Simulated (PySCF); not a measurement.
Electrostatic solvation of a mixed set.

All values: B3LYP/def2-SVPD (PySCF, non-relativistic), each on one gas-phase PBE0-D3(BJ)/def2-SVP geometry that isn't relaxed in the solvent. The solvent is an IEF-PCM continuum (cavity from Bondi-type radii × 1.2). Only the electrostatic response of the medium enters.

Question: Order them by E(solvent) − E(gas) in chloroform (ε = 4.711), most negative first (kcal/mol).
A. sulfur dicyanide, `N#CSC#N`
B. `[BH2:1][NH:2][c:3]1[cH:4][cH:5][cH:6][c:7]([F:8])[cH:9]1` with B1–N2–C3–C4 0°
C. `Fc1ccncc1`

Answer: A (-4.5), C (-3.2), B (-2.9).

```csv
SMILES,charge,ΔE (kcal/mol),polarisation term (kcal/mol),HOMO shift (eV),dipole gas (D),dipole solvent (D),atoms,"lowest singlet, gas (eV)","lowest singlet, solvent (eV)"
N#CSC#N,0,-4.5,-5.4,+0.23,3.04,3.77,5,5.13,5.18
Fc1ccncc1,0,-3.2,-3.6,-0.08,0.79,1.13,11,5.01,5.20
BNc1cccc(F)c1,0,-2.9,-3.3,+0.11,0.27,0.34,16,4.91,4.84
```

The polarisation term is half the interaction of the solute with the induced surface charges. Singlets are vertical TDDFT energies (frozen core, non-equilibrium response), the lowest in each medium.
